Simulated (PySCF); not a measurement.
## Kr: excitation energy

Kr [Kr] (1S) → Kr [Ar] 3d10 4s1 4p6 5s1 (3S), as a difference of total energies. Calculation: PySCF 2.14, in aug-cc-pVTZ-PP with one added diffuse shell each of s, d, f type with ECP10MDF (7s5p5d3f, 68 functions); scalar relativity through the core potential. Correlated levels: valence: 3s2 3p6 3d10 frozen. The calculations carry no spin-orbit coupling.

```json
{"method": "UHF", "excitation energy (eV)": "27.164"}
{"method": "MP2 (valence)", "excitation energy (eV)": "26.323"}
{"method": "SCS-MP2 (valence)", "excitation energy (eV)": "26.215"}
{"method": "CCSD (valence)", "excitation energy (eV)": "23.638"}
{"method": "CCSD(T) (valence)", "excitation energy (eV)": "22.542"}
```

Task: How much does correlation contribute at CCSD(T) (valence)?

Result: 22.542 − (27.164) = -4.622 eV, measured against UHF.

The upper state lies above the first ionisation limit, where it may autoionise and the basis confines it. A Rydberg-like electron needs more diffuse functions than a valence basis has.

The promoted electron is Rydberg-like, and one or two diffuse shells describe it only roughly, which tends to raise the upper state.

The coupled-cluster amplitudes are large for the upper state (T1 above 0.03 or a double amplitude above 0.15), so a single reference is strained.
